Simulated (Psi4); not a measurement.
H2Al (SMILES [AlH2+]), charge +1, singlet, at a GFN2-xTB geometry (such geometries of metal compounds can be far from the true shape); Psi4 with WB97X-V/STO-3G.

Here is a job for Psi4.
```
memory 2 GB

molecule mol {
1 1
  Al    0.000000    0.000000    0.000000
  H    -0.000000   -0.000000   -1.524591
  H     0.000000    0.000000    1.524591
}

set basis sto-3g
set reference rks
set scf_type pk
set puream true
set d_convergence 1e-8
set dft_radial_points 99
set dft_spherical_points 590

energy('wb97x-v')
print_variables()
```

It wrote (shortened):

```
   => Loading Basis Set <=

    Name: STO-3G
    Role: ORBITAL
    Keyword: BASIS

         ---------------------------------------------------------
                                   SCF
               by Justin Turney, Rob Parrish, Andy Simmonett
                          and Daniel G. A. Smith
                              RKS Reference
         ---------------------------------------------------------

  ==> Geometry <==

    Molecular point group: d2h
    Full point group: D_inf_h

    Geometry (in Angstrom), charge = 1, multiplicity = 1:

       Center              X                  Y                   Z               Mass
    ------------   -----------------  -----------------  -----------------  -----------------
         AL           0.000000000000     0.000000000000     0.000000000000    26.981538530000
         H            0.000000000000     0.000000000000    -1.524591000000     1.007825032230
         H            0.000000000000     0.000000000000     1.524591000000     1.007825032230

  Running in d2h symmetry.

  Rotational constants: A = ************  B =      3.59811  C =      3.59811 [cm^-1]
  Rotational constants: A = ************  B = 107868.67873  C = 107868.67873 [MHz]
  Nuclear repulsion =    9.198005289782637

  Charge       = 1
  Multiplicity = 1
  Electrons    = 14
  Nalpha       = 7
  Nbeta        = 7

  ==> Algorithm <==

  SCF Algorithm Type is PK.
  DIIS enabled.
  MOM disabled.
  Fractional occupation disabled.
  Guess Type is SAD.
  Energy threshold   = 1.00e-06
  Density threshold  = 1.00e-08
  Integral threshold = 1.00e-12

  ==> Primary Basis <==

  Basis Set: STO-3G
    Blend: STO-3G
    Number of shells: 7
    Number of basis functions: 11
    Number of Cartesian functions: 11
    Spherical Harmonics?: true
    Max angular momentum: 1

  ==> DFT Potential <==

   => LibXC <=

    Version 7.1.2
    S. Lehtola, C. Steigemann, M. J. T. Oliveira, and M. A. L. Marques,  SoftwareX 7, 1–5 (2018) (10.1016/j.softx.2017.11.002)

   => Composite Functional: WB97X-V <=

    wB97X-V Hyb-GGA Exchange-Correlation Functional

    N. Mardirossian and M. Head-Gordon,  Phys. Chem. Chem. Phys. 16, 9904–9924 (2014) (10.1039/C3CP54374A)

    Deriv               =              1
    GGA                 =           TRUE
    Meta                =          FALSE

    Exchange Hybrid     =           TRUE
    MP2 Hybrid          =          FALSE

   => Exchange-Correlation Functionals <=

    1.0000   wB97X-V range-separated functional

   => Exact (HF) Exchange <=

    0.8330            HF,LR [omega = 0.3000]
    0.1670               HF

   => LibXC Density Thresholds  <==

    XC_HYB_GGA_XC_WB97X_V:  1.00E-14

   => VV10 Non-Local Parameters <=

    VV10 B              =     6.0000E+00
    VV10 C              =     1.0000E-02

   => Molecular Quadrature <=

    Radial Scheme          =       TREUTLER
    Pruning Scheme         =           NONE
    Nuclear Scheme         =       TREUTLER

    Blocking Scheme        =         OCTREE
    BS radius alpha        =              1
    Pruning alpha          =              1
    Radial Points          =             99
    Spherical Points       =            590
    Total Points           =         162904
    Total Blocks           =           1265
    Max Points             =            256
    Max Functions          =             11
    Weights Tolerance      =       1.00E-15

  ==> Integral Setup <==

  Using in-core PK algorithm.
   Calculation information:
      Number of atoms:                   3
      Number of AO shells:               7
      Number of primitives:             21
      Number of atomic orbitals:        11
      Number of basis functions:        11

      Integral cutoff                 1.00e-12
      Number of threads:                 1

  Performing in-core PK
  Using 6633 doubles for integral storage.
  We computed 406 shell quartets total.
  Whereas there are 406 unique shell quartets.

  Computing range-separated integrals for PK
  We computed 406 wK shell quartets total.
  Whereas there are 406 wK unique shell quartets.

  ==> DiskJK: Disk-Based J/K Matrices <==

    J tasked:                  Yes
    K tasked:                  Yes
    wK tasked:                 Yes
    Omega:               3.000E-01
    Schwarz Cutoff:          1E-12

  Minimum eigenvalue in the overlap matrix is 3.1268846427E-01.
  Reciprocal condition number of the overlap matrix is 1.8073195462E-01.
    Using symmetric orthogonalization.

  ==> Pre-Iterations <==

  SCF Guess: Superposition of Atomic Densities via on-the-fly atomic UHF (no occupation information).

   -------------------------
    Irrep   Nso     Nmo
   -------------------------
     Ag         4       4
     B1g        0       0
     B2g        0       0
     B3g        0       0
     Au         0       0
     B1u        3       3
     B2u        2       2
     B3u        2       2
   -------------------------
    Total      11      11
   -------------------------

  ==> Iterations <==

                        Total Energy        Delta E     RMS |[F,P]|

   @RKS iter SAD:  -239.54649700756710   -2.39546e+02   0.00000e+00
   @RKS iter   1:  -240.36897169455438   -8.22475e-01   4.44013e-02 ADIIS/DIIS
   @RKS iter   2:  -240.41832514714108   -4.93535e-02   1.09261e-02 ADIIS/DIIS
   @RKS iter   3:  -240.42019942450921   -1.87428e-03   4.29685e-04 ADIIS/DIIS
   @RKS iter   4:  -240.42020741547003   -7.99096e-06   9.83585e-05 DIIS
   @RKS iter   5:  -240.42020789249605   -4.77026e-07   7.54576e-07 DIIS
   @RKS iter   6:  -240.42020789251663   -2.05773e-11   3.36111e-08 DIIS
   @RKS iter   7:  -240.42020789251683   -1.98952e-13   6.32794e-10 DIIS
  Energy and wave function converged.

  ==> Post-Iterations <==

   Electrons on quadrature grid:
      Ntotal   =   14.0000000053 ; deviation = 5.306e-09

    Orbital Energies [Eh]
    ---------------------

    Doubly Occupied:

[...]
       2B1u   -0.648442

    Virtual:

[...]
       3B1u    0.427148

    Final Occupation by Irrep:
             Ag   B1g   B2g   B3g    Au   B1u   B2u   B3u
    DOCC [     3,    0,    0,    0,    0,    2,    1,    1 ]
    NA   [     3,    0,    0,    0,    0,    2,    1,    1 ]
    NB   [     3,    0,    0,    0,    0,    2,    1,    1 ]

  @RKS Final Energy:  -240.42020789251683

   => Energetics <=

    Nuclear Repulsion Energy =              9.1980052897826372
    One-Electron Energy =                -348.7125833015746252
    Two-Electron Energy =                 113.1638567354726348
    DFT Exchange-Correlation Energy =     -14.1308942796120824
    Empirical Dispersion Energy =           0.0000000000000000
    VV10 Nonlocal Energy =                  0.0614076634145755
    Total Energy =                       -240.4202078925168564

Computation Completed

Properties will be evaluated at   0.000000,   0.000000,   0.000000 [a0]

Properties computed using the SCF density matrix

 Multipole Moments:

 ------------------------------------------------------------------------------------
     Multipole            Electronic (a.u.)      Nuclear  (a.u.)        Total (a.u.)
 ------------------------------------------------------------------------------------

 L = 1.  Multiply by 2.5417464519 to convert [e a0] to [Debye]
 Dipole X            :          0.0000000            0.0000000            0.0000000
 Dipole Y            :          0.0000000            0.0000000            0.0000000
 Dipole Z            :          0.0000000            0.0000000            0.0000000
 Magnitude           :                                                    0.0000000

 ------------------------------------------------------------------------------------

  Variable Map:
  ----------------------------------------------------------------------------
[...]
  Array Variable Map:
  ----------------------------------------------------------------------------
[...]
[...]
```
